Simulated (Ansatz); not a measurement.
Mulliken charges of F₃H₄NSi₂, SMILES `F[SiH2]N[SiH](F)F` from B3LYP/def2-TZVPP in Ansatz (PBE0-D4/def2-TZVP geometry).

```
atom   x (Å)   y (Å)   z (Å)  charge (e)
  F1  -1.075   2.149   1.000      -0.319
 Si2  -0.454   0.713   1.320       0.597
  N3  -0.546  -0.325  -0.048      -0.333
 Si4   0.593  -0.606  -1.277       0.785
  F5   1.337  -1.993  -1.087      -0.305
  F6   1.697   0.523  -1.163      -0.308
  H7   0.961   0.911   1.684      -0.070
  H8  -1.276   0.134   2.406      -0.083
  H9  -1.419  -0.826  -0.148       0.123
 H10   0.006  -0.619  -2.625      -0.086
```

Task: By hand: the dipole of these point charges (1 e Å = 4.8032 D).

Result: Σ q r = (-0.348, -0.304, 0.062) e Å, of length 0.466 e Å = 2.24 D.

Task: How does the dipole of the full density compare? (Estimate.)

Result: Ansatz gave: (-0.361, -0.261, 0.007) e Å, 2.14 D; the point charges give 1.05 times that, at 9° from its direction.

Point charges leave out the atoms' own dipoles, such as those of lone pairs, and Mulliken's split depends on the basis, so the close match here is no proof of good charges.

B3LYP here is the variant with VWN-RPA as its local correlation; programs differ in this.
